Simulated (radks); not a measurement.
All-electron atom: the osmium ion Os2+ in [Xe] 4f14 5d5 7s1 (not the ground configuration). Calculated with a radial shooting solver on a logarithmic mesh with Libxc functionals: scalar-relativistic Kohn-Sham, r2SCAN, spin-polarised, spherical densities, finite nucleus; open shells are filled with parallel spins first (spin-orbit coupling, left out, can overturn this in heavy ions); meta-GGA in the generalised Kohn-Sham scheme; Fermi nuclear charge, rms radius 5.4126 fm.

Unscreened Slater integrals over Kohn-Sham orbitals (eV). They are taken over the spin-up orbitals.

integral     value
F0(7s,7s)   4.6315
F0(7s,5d)   5.9579
G2(7s,5d)  0.37571
F0(7s,4f)   6.2972
G3(7s,4f)  0.10143
F0(7s,5p)   6.0980
G1(7s,5p)  0.20148
F0(5d,5d)   15.387
F2(5d,5d)   8.0806
F4(5d,5d)   5.3686
F0(5d,4f)   19.771
F2(5d,4f)   4.6483
F4(5d,4f)   2.1798
G1(5d,4f)   1.6571
G3(5d,4f)   1.5015
G5(5d,4f)   1.1854
F0(5d,5p)   17.475
F2(5d,5p)   8.6795
G1(5d,5p)   10.407
G3(5d,5p)   6.4467
F0(4f,4f)   44.834
F2(4f,4f)   21.935
F4(4f,4f)   13.897
F6(4f,4f)   10.037
F0(4f,5p)   25.722
F2(4f,5p)   8.0790
G2(4f,5p)   3.3351
G4(4f,5p)   2.7425
F0(5p,5p)   20.961
F2(5p,5p)   11.326

Derived for the open shells (J is the average intra-shell exchange parameter used in DFT+U). 5d: Racah B = F2/49 - 5 F4/441 = 0.1040 eV, C = 35 F4/441 = 0.4261 eV, C/B = 4.10, F4/F2 = 0.664, J = (F2 + F4)/14 = 0.9607 eV.
